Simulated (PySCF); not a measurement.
cyclopropanecarbaldehyde (C4H6O), SMILES C1C(C1)C=O. Atoms are numbered in the order given.

```xyz
11

O      0.6260     1.6615     0.0000
C     -0.4743     1.1586     0.0000
C     -0.7203    -0.3065     0.0000
C      0.2821    -1.1832     0.7426
C      0.2821    -1.1832    -0.7426
H     -1.3957     1.7972     0.0000
H     -1.7695    -0.6136     0.0000
H     -0.1182    -2.0494     1.2754
H      1.0883    -0.6457     1.2489
H     -0.1182    -2.0494    -1.2754
H      1.0883    -0.6457    -1.2489
```

Geometry optimised at B3LYP-D3(BJ)/def2-SVP. The values are those of a single conformer.

Calculation: TDA-PBE/def2-SVPD run with PySCF.

Vertical excitations. Isolated molecule, no solvent. State labels are in the subgroup Cs.

```csv
state,symmetry,energy (eV),λ (nm),f,main pairs
S1,A",4.12,301,0.000,HOMO→LUMO 100 %
S2,A',6.05,205,0.027,HOMO→LUMO+1 94 %
S3,A",6.09,204,0.004,HOMO−2→LUMO 99 %
S4,A',6.47,192,0.145,"HOMO−1→LUMO 64 %, HOMO→LUMO+2 19 %"
S5,A',6.60,188,0.096,"HOMO→LUMO+2 80 %, HOMO−1→LUMO 16 %"
S6,A",6.77,183,0.005,HOMO→LUMO+3 100 %
S7,A',6.98,178,0.009,HOMO→LUMO+4 97 %
S8,A',7.10,175,0.007,HOMO−3→LUMO 92 %
S9,A",7.60,163,0.002,HOMO−1→LUMO+1 99 %
S10,A',7.75,160,0.163,HOMO→LUMO+5 93 %
T1,A",3.54,351,0,HOMO→LUMO 100 %
T2,A',5.03,246,0,HOMO−1→LUMO 97 %
T3,A",5.73,216,0,HOMO−2→LUMO 100 %
T4,A',5.92,210,0,HOMO→LUMO+1 99 %
```
Triplets are in the Tamm–Dancoff approximation.
